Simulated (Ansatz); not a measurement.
`I[SiH]1NCN1` and `[SiH3][SiH]1NCN1` differ in one atom or group.

Ansatz, PBE0-D4/def2-TZVP geometries, multiplicity 1. 

Elements past krypton have def2 core potentials.  Spin–orbit coupling is left out; it splits and shifts lone-pair levels of the heavy atoms by tenths of an eV.

```
                                          property  `I[SiH]1NCN1`
size of the dipole moment (ωB97M-V/def2-TZVPP) / D           1.84
               HOMO–LUMO gap (PBE/def2-TZVPP) / eV           4.86
               HOMO energy (B3LYP/def2-TZVPP) / eV          -6.90
  size of the dipole moment (B3LYP/def2-TZVPP) / D           1.83
                LUMO energy (PBE0/def2-TZVPP) / eV          -0.14
           HOMO–LUMO gap (ωB97M-V/def2-TZVPP) / eV          10.89
```

What does the change do to each property? (Best estimate.)

The calculation gave: 
```tsv
property	`[SiH3][SiH]1NCN1`	shift
size of the dipole moment (ωB97M-V/def2-TZVPP) / D	1.89	0.05
HOMO–LUMO gap (PBE/def2-TZVPP) / eV	3.84	-1.02
HOMO energy (B3LYP/def2-TZVPP) / eV	-6.32	0.58
size of the dipole moment (B3LYP/def2-TZVPP) / D	1.87	0.04
LUMO energy (PBE0/def2-TZVPP) / eV	-0.54	-0.40
HOMO–LUMO gap (ωB97M-V/def2-TZVPP) / eV	9.91	-0.98
```

With PBE0 the HOMO rises by 0.61 eV and the LUMO falls by 0.40 eV, so the gap narrows by about 1.01 eV. PBE moves the HOMO by 0.61 eV and ωB97M-V by 0.60 eV. Dipoles are sizes alone; their direction can turn.

Positive LUMOs are unbound, so they and the gaps depend on the basis.

B3LYP here is the variant with VWN-RPA as its local correlation; programs differ in this.
